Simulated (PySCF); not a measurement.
C6H13OP.
Numbering: `[CH3:1][CH2:2][C@@H:3]1[CH2:4][P@H:5](=[O:6])[C@H:7]1[CH3:8]`

Cartesian coordinates in Å at the GFN2-xTB level; atoms count from 1:
```xyz
21
C6H13OP angstrom
C      2.4829   -0.4631    0.9752
C      1.4013    0.5003    0.4991
C      0.1035   -0.2188    0.1599
C      0.1648   -1.1612   -1.0642
P     -1.5239   -0.6185   -1.5570
O     -1.8914   -0.3402   -2.9455
C     -1.0427    0.6937   -0.3436
C     -2.0331    1.1988    0.6857
H      3.3892    0.0813    1.2289
H      2.7227   -1.1849    0.1980
H      2.1496   -1.0060    1.8572
H      1.7564    1.0391   -0.3827
H      1.2025    1.2373    1.2812
H     -0.2371   -0.7781    1.0350
H      0.8809   -0.8111   -1.8106
H      0.3538   -2.2104   -0.8526
H     -2.4148   -1.4516   -0.8783
H     -0.6267    1.5312   -0.9158
H     -2.4687    0.3689    1.2390
H     -1.5405    1.8644    1.3928
H     -2.8376    1.7460    0.1979
```

NICS is the negative of the GIAO shielding at a point without a nucleus: at the ring centre (0) and 1 Å above and below it (1); zz is the component along the ring normal. Level: GIAO PBE0/pcSseg-1 (PySCF, non-relativistic, gas phase) on the GFN2-xTB geometry, one conformer.

Ring bond lengths (Å), with Mayer bond orders in brackets: C3–C4 1.546 (0.98), C4–P5 1.841 (0.91), P5–C7 1.851 (0.87), C7–C3 1.549 (0.92).

Question: Give the NICS values of each ring in ppm.

Answer: 
```tsv
ring	type	NICS(0)	NICS(1), two faces	NICS(1)zz, two faces	rms pucker (Å)	centre to ring atoms, mean (Å)
C3–C4–P5–C7	4-membered ring with P; formal bonds all single	-5.1	-4.6 / -2.1	-1.4 / 3.7	0.12	1.19
```

Question: What can be read from them?

Answer: 
- C3–C4–P5–C7: mean NICS(1)zz 1.1 ppm, near zero. C3, C4, P5, C7 have four or more neighbours; no verdict on aromaticity is drawn. The two faces differ by 5.1 ppm, so no symmetry operation interchanges them.

Question: List the ring angles and the Hirshfeld charges of the ring atoms.

Answer: 
- C3–C4–P5–C7: C3 97.5° (-0.023 e), C4 89.8° (-0.120 e), P5 78.2° (+0.405 e), C7 89.3° (-0.066 e); sum 354.8° against 360° for a flat convex ring.

Question: How shielded are the nuclei of the rings and their hydrogens (means over atoms taken as equivalent)?

Answer: 
| atoms | environment | σ isotropic (ppm) | principal values of the symmetric part, first atom (ppm) |
| --- | --- | --- | --- |
| C3 | four-membered-ring carbon | 153.6 | 135.1, 155.6, 170.2 |
| C4 | sp3 carbon bound to phosphorus | 144.8 | 116.9, 143.3, 174.2 |
| P5 | phosphoryl phosphorus | 323.0 | 212.5, 248.6, 507.7 |
| C7 | sp3 carbon bound to phosphorus | 130.8 | 99.5, 135.1, 157.9 |
| H14 | methine hydrogen | 30.99 | 28.3, 30.3, 34.4 |
| H15 | methylene hydrogen | 29.93 | 26.7, 29.0, 34.1 |
| H16 | methylene hydrogen | 29.15 | 25.1, 27.5, 34.9 |
| H17 | P–H hydrogen | 24.57 | 20.5, 23.7, 29.5 |
| H18 | methine hydrogen | 29.52 | 27.0, 29.7, 31.8 |
